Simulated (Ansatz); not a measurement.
One change: `[CH3][W]([NH2])(=[O])=[O]` becomes `[CH3][W]([CH3])(=[O])=[O]`.

Ansatz, PBE0-D4/def2-TZVP geometries, multiplicity 1. Each molecule was computed in one conformer, which needn't be the lowest.

Elements past krypton have def2 core potentials.

```
                                                                                  property  `[CH3][W]([NH2])(=[O])=[O]`
                                        size of the dipole moment (ωB97M-V/def2-TZVPP) / D                         4.39
                                                     HOMO–LUMO gap (B3LYP/def2-TZVPP) / eV                         6.60
                                                   HOMO–LUMO gap (ωB97M-V/def2-TZVPP) / eV                        11.61
                                                       HOMO–LUMO gap (PBE/def2-TZVPP) / eV                         4.70
                                                       HOMO energy (B3LYP/def2-TZVPP) / eV                        -8.39
ideal-gas entropy at 298 K and 1 bar (rigid rotor, harmonic PBE0-D4/def2-TZVP) / J/(mol·K)                          356
```

Problem. Give the same properties after the change, and the shifts. (Estimate.)

Solution. The calculation gave: 
```json
{"property": "size of the dipole moment (ωB97M-V/def2-TZVPP) / D", "`[CH3][W]([CH3])(=[O])=[O]`": "3.81", "shift": "-0.58"}
{"property": "HOMO–LUMO gap (B3LYP/def2-TZVPP) / eV", "`[CH3][W]([CH3])(=[O])=[O]`": "5.84", "shift": "-0.76"}
{"property": "HOMO–LUMO gap (ωB97M-V/def2-TZVPP) / eV", "`[CH3][W]([CH3])(=[O])=[O]`": "10.70", "shift": "-0.91"}
{"property": "HOMO–LUMO gap (PBE/def2-TZVPP) / eV", "`[CH3][W]([CH3])(=[O])=[O]`": "4.08", "shift": "-0.62"}
{"property": "HOMO energy (B3LYP/def2-TZVPP) / eV", "`[CH3][W]([CH3])(=[O])=[O]`": "-8.46", "shift": "-0.07"}
{"property": "ideal-gas entropy at 298 K and 1 bar (rigid rotor, harmonic PBE0-D4/def2-TZVP) / J/(mol·K)", "`[CH3][W]([CH3])(=[O])=[O]`": "369", "shift": "13"}
```

With PBE0 the HOMO falls by 0.05 eV and the LUMO falls by 0.83 eV, so the gap narrows by about 0.78 eV. PBE moves the HOMO by -0.20 eV and ωB97M-V by 0.00 eV. The zero-point energy changes by 23.4 kJ/mol with +3 modes. Dipoles are sizes alone; their direction can turn.

B3LYP here is the variant with VWN-RPA as its local correlation; programs differ in this.
